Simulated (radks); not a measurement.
Results of a calculation; reference values are marked as such.
Spherical jellium clusters: N electrons in a uniform positive sphere of charge N and radius rs N^(1/3), rs = 3.65 bohr. Level of theory: non-relativistic Kohn-Sham, exchange-only LDA, spin-polarised, spherical densities (a radial shooting solver with Libxc functionals). Levels are named by radial order and angular momentum (1s, 1p, 1d, 2s, ...), and open shells are averaged over m.

N = 14, configuration 1s2 1p6 1d(up 5, down 0) 2s(up 1, down 0). This is the lowest configuration that the search found. Occupied and some empty levels:

level    occupation  eigenvalue (eV)  <r> (bohr)
1s up             1          -5.1393       5.712
1s down           1          -4.1431       5.511
1p up             3          -4.0600       6.816
1p down           3          -2.9823       6.647
1d up             5          -2.7200       7.703
2s up             1          -2.1394       6.901
1d down           0          -1.5774       7.728
1f up             0          -1.2205       8.709
2s down           0          -1.0942       7.755
2p up             0         -0.77963       9.891
1f down           0         -0.11237       9.478
2p down           0        -0.095536       13.35

Energy (eV): total -13.3409, kinetic 28.390, external -707.71, Hartree 345.33, exchange-correlation -43.115, background 363.77.
